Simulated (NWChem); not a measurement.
CHCl, singlet; SMILES [CH]Cl

Results from NWChem. Low-valent species are run as closed-shell singlets; no triplet was tried in these runs. Each level has its own optimisation; frequencies are unscaled.

```csv
level,basis functions,r C–Cl (Å),r C–H (Å),highest harmonic frequency (cm⁻¹),lowest (cm⁻¹),zero-point energy (kcal/mol),dipole (D),relative time
B3LYP/3-21G,24,1.875,1.128,2790,638,6.7,1.71,1
B3LYP/pcseg-1,37,1.724,1.118,2914,783,7.0,1.68,2
B3LYP/aug-pcseg-1,59,1.720,1.116,2919,788,7.0,1.51,7
B3LYP/pcseg-2,78,1.702,1.108,2913,798,7.1,1.69,20
B3LYP/def2-TZVPP,87,1.697,1.108,2911,801,7.1,1.63,20
```

The last column is a rough cost ratio, cheapest run = 1.
